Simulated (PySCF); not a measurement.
C3H2BrF.
Z-matrix (Å and degrees, PBE0-D3(BJ)/def2-SVP geometry), rows numbered from 1:
```
F 
C   1  1.3542
Br  2  1.9426  1  107.63
C   2  1.4496  1  121.52  3  -147.88
C   4  1.3147  2   63.03  1  -108.18
H   4  1.0881  2  147.29  5  -179.03
H   5  1.0881  2  147.37  4   179.04
```

The computed photoelectron lines, unassigned: C 1s: 291.92 (area 2), 294.63 (area 1) eV; F 1s: 692.74 eV.

Computed with delta-SCF UKS SCAN, pcX-2 on the ionised atom, pcseg-1 elsewhere, spin-free X2C in PySCF 2.14.0. Isolated species at its PBE0-D3(BJ)/def2-SVP geometry, gas phase.

(1) Assign the C 1s lines to atoms.

Results:

(1) 291.92 eV: C4/C5 (alkene CH carbon); 294.63 eV: C2 (sp3 C–F carbon). Lowest listed C 1s: C4/C5, bonded to C (double bond), C and H. Highest, 2.71 eV above it: C2, bonded to F, Br and 2 C. Summing the Pauling electronegativity differences to the bonded atoms, each weighted by its formal bond order, gives -0.35 for the lowest site and +1.84 for the highest.

Bonded neighbours of each site: F1: C; C2: F, Br and 2 C; C4/C5: C (double bond), C and H.

Q: What is the longest wavelength that can ionise C 1s of C4/C5 vertically?

A: λ = hc/E = 12398.42 eV Å / 291.92 eV = 42.472 Å.

The first atom of each set that the bonding makes equivalent was ionised and stands for the set. No level of bromine is listed.

On an Arm Neoverse V2 with one thread (shared host), this took 14 s wall.
